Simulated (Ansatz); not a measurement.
Stepwise reaction of `F[SiH](Cl)Cl` with ammonia, as a gas-phase model of exchange steps in deposition or etching. ΔE in kJ/mol; ΔG adds harmonic PBE0-D4 terms to CCSD(T)/CBS, at 1 bar.

Computed with Ansatz on PBE0-D4/def2-TZVP structures; ΔE is electronic, products minus reactants. CCSD(T)/CBS adds triple-zeta CCSD(T) − MP2 to the extrapolated MP2 energy (def2 sets, frozen cores). This one scheme is used for every species. DFT in def2-TZVPP. B3LYP here is the variant with VWN-RPA as its local correlation; programs differ in this. One conformer a species, not always the lowest.

```csv
step,reaction,PBE-D4,B3LYP-D4,ωB97M-V,CCSD(T)/CBS,ΔG(600 K)
2,`N[SiH](F)Cl` + NH₃ → `N[SiH](N)F` + HCl,38.4,33.9,35.2,33.9,31.7
```

(1) Give the row of step 1, `F[SiH](Cl)Cl` + NH₃ → `N[SiH](F)Cl` + HCl. (An estimate is asked.)

(2) By hand: ΔE of the 2 steps together at CCSD(T)/CBS.

Answers

(1) Computed: 
```csv
step,reaction,PBE-D4,B3LYP-D4,ωB97M-V,CCSD(T)/CBS,ΔG(600 K)
1,`F[SiH](Cl)Cl` + NH₃ → `N[SiH](F)Cl` + HCl,32.0,26.7,27.2,27.5,18.4
```

(2) (27.5) + (33.9) = 61.4 kJ/mol, or 30.7 kJ/mol a step.

In ΔE each step is higher than the one before. All are uphill at CCSD(T)/CBS. ΔG lies between 18.4 and 31.7 kJ/mol a step. PBE-D4 differs from CCSD(T)/CBS by 4.5 to 4.5 kJ/mol a step. Isolated molecules leave out the surface, adducts and barriers. Largest T1 diagnostic: 0.010.
